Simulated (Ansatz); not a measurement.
Input:

```yaml
crystal:
  periodic: [false, false, false]
  atoms:
    - { symbol: Si, position_ang: [-0.1815, 0.405, -0.2865] }
    - { symbol: F, position_ang: [1.4017, -0.3156, 0.7001] }
    - { symbol: F, position_ang: [-1.5535, 0.3442, -1.1139] }
    - { symbol: F, position_ang: [-0.6724, 1.0595, 1.0645] }
    - { symbol: H, position_ang: [0.7168, 1.1066, -1.145] }
    - { symbol: H, position_ang: [0.5796, -1.1959, 0.5931] }
    - { symbol: H, position_ang: [-0.2907, -1.4038, 0.1877] }
basis:
  gaussian: { orbitals: cc-pVDZ }
hamiltonian:
  xc: cam_b3lyp
  dispersion: d4
relax:
  f_tol: 0.15
  max_steps: 25
  restrain:
    - { distance: [0, 6], at: 2.72, k: 30.0 }
    - { distance: [5, 1], at: 2.18, k: 30.0 }
    - { distance: [0, 1], at: 1.68, k: 30.0 }
    - { distance: [5, 6], at: 0.62, k: 30.0 }
```

Launched with:

```bash
$ ansatz run input.yaml --threads 2 --pin off --max-ram 3072MiB --backend cpu --events-out ev --progress --plain --runs-dir out
```

Hardware: 2 threads of Arm Neoverse V1, on a shared host.

Roughly how long does this run take, and how much memory?

28 s, with a peak of 0.16 GiB, for 19 ionic steps.
